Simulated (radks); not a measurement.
Q: The titanium ion Ti2+ is in [Ar] 3d2. Method: scalar-relativistic Kohn-Sham, r2SCAN, spin-polarised, spherical densities, finite nucleus; meta-GGA in the generalised Kohn-Sham scheme; Fermi nuclear charge, rms radius of each element as measured or else 0.836 A^(1/3) + 0.57 fm; computed with a radial shooting solver on a logarithmic mesh with Libxc functionals. Open shells are filled with parallel spins first. One electron is removed from 2p, 3s, 3p, 3d in turn, with full relaxation. Which removal costs least, and what does each cost?

A: 3d 27.283 eV; 3p 62.140 eV; 3s 87.293 eV; 2p 488.67 eV. The 3d electron leaves first.
